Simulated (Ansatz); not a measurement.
C2H8BSb (`BC[CH2][SbH2]`). The species carries charge 0 and has multiplicity 1. Sb takes the def2 core potential.

Cartesian coordinates in Å:
```
B 1.5204 -0.9452 0.6653
C 0.0597 -0.7811 0.1746
C 0.1453 0.7341 -0.1088
Sb -1.6893 1.6381 -0.8561
H 1.7998 -0.7434 1.8134
H 2.4057 -1.1355 -0.1201
H -0.7137 -0.9713 0.9202
H -0.1931 -1.3116 -0.7446
H 0.9040 0.9687 -0.8618
H 0.3967 1.3067 0.7893
H -2.6671 0.8590 0.3116
H -1.9683 0.3815 -1.9829
```

Q: What are the harmonic wavenumbers in cm⁻¹ at PBE0-D4/def2-TZVP (Ansatz, finite differences of forces, unscaled)? (Estimate.)

A: Computed: 60, 130, 154, 206, 315, 494, 537, 651, 681, 748, 834, 943, 968, 989, 1055, 1120, 1132, 1220, 1261, 1280, 1452, 1473, 1954, 1960, 2567, 2645, 3053, 3081, 3102, 3138.

Q: Is this a minimum?

A: Yes, all 30 modes are real.

Q: Give the ideal-gas thermochemistry at 298.15 K and 1 bar (rigid rotor, harmonic oscillator; point group Cs, symmetry number 1).

A: Zero-point energy 234.5 kJ/mol; H(298) − E = 255.4 kJ/mol; entropy 352.5 J/(mol·K), of which translation 172.5, rotation 111.2, vibration 68.8; G(298) − E = 150.3 kJ/mol. Modes under 100 cm⁻¹ are hindered rotations or soft bends, so the harmonic entropy is rough.

Q: Rotational constants (cm⁻¹)?

A: 0.6283, 0.04733, 0.04601.
